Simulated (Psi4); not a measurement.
C$_{2}$H$_{6}$Sb, doublet, at a GFN2-xTB geometry (the spin is typed, not shown lowest) (all electrons, no relativity), with bond 9-6 at 2.0 times its length.

Here is a job for Psi4.
```
memory 2 GB

molecule {
0 2
Sb    0.27142244   -0.02924782    0.31902923
C     0.47776629    0.26539580   -1.83488527
H     1.52467652    0.35027894   -2.09945736
H    -0.03861369    1.17178323   -2.13032096
H     0.04476422   -0.57752684   -2.36162937
C    -1.90478649   -0.11162358    0.15756945
H    -2.19177955   -0.93144149   -0.49127743
H    -2.27515745    0.81786858   -0.25996902
H    -2.78384013   -0.41229016    2.11454737
}

set {
  basis 3-21g
  reference uks
  scf_type pk
}

energy('b3lyp')
print_variables()
```

Question: What does this run give for the <S^2>, dipole moment, nuclear repulsion energy?

Answer: 
<S^2>: 0.752
dipole moment: 1.86 D
nuclear repulsion energy: 235.3274 Eh

These values belong to the state on which the SCF converged, which isn't shown to be the lowest.
